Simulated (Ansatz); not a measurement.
## Isomers

Structures of SiH2SeO, singlet, relaxed at PBE0-D4/def2-TZVP (vibrations not checked; lower isomers may exist, and structures with a doubtful reference or unclear bonds are left out). Ansatz 0.2.0; basis: def2-TZVPP; cores frozen in the correlated methods. Filled d shells of the heavier atoms are correlated. The def2 sets are not built for correlating such inner shells, so the correlated values are less sure here. B3LYP uses VWN-RPA correlation.

Q: Rank them by CCSD(T) energy, lowest first, and give each one's height above the lowest. Links in brackets join atoms within 1.22 times the sum of their covalent radii (1.1 for two metals). (Judge from chemistry; the value comes from the calculation.)
A.
SiH₂SeO ([O]1[SiH2][Se]1)
```
5
angstrom
O -0.0619 -0.4386 1.2934
Si -0.1651 0.2290 -0.2080
Se 1.3308 -1.3126 0.2817
H -1.3492 -0.1195 -1.0203
H 0.2454 1.6417 -0.3468
```
B.
SiH₂SeO ([OH]1[SiH][Se]1)
```
5
angstrom
O 0.2820 -0.4000 1.3839
Si -0.0875 0.4790 -0.2765
Se 1.4328 -1.3092 0.1331
H -1.2854 -0.4447 -0.5216
H -0.4124 -1.0271 1.6270
```
C.
SiH₂SeO ([OH][SiH][Se])
```
5
angstrom
O -0.8761 -1.1652 1.1928
Si -0.4720 -0.4038 -0.1839
Se 1.1680 0.8078 -0.5268
H -1.5499 -0.7852 -1.1169
H -0.2778 -1.0342 1.9354
```

A: Computed: C (0.0 kJ/mol), A (194.2 kJ/mol), B (313.7 kJ/mol). Heights count from the lowest.

Q: Do PBE-D4, r2SCAN-D4, PBE0-D4, B3LYP-D4, wB97M-V, HF, MP2 give the same order? (Judge from chemistry; the calculation decides.)

A: By the calculation: All do.

T1 diagnostic: at most 0.015.

For scale, one of the runs: CCSD(T)/def2-TZVPP, 149 basis functions, launched by `ansatz run in.yaml --threads 2 --pin off --events-out ev --progress --plain --max-ram 4352MiB`. The run took 35 s on 2 CPU threads of an Arm Neoverse V1 (shared host), with 0.94 GiB of host memory at its peak.
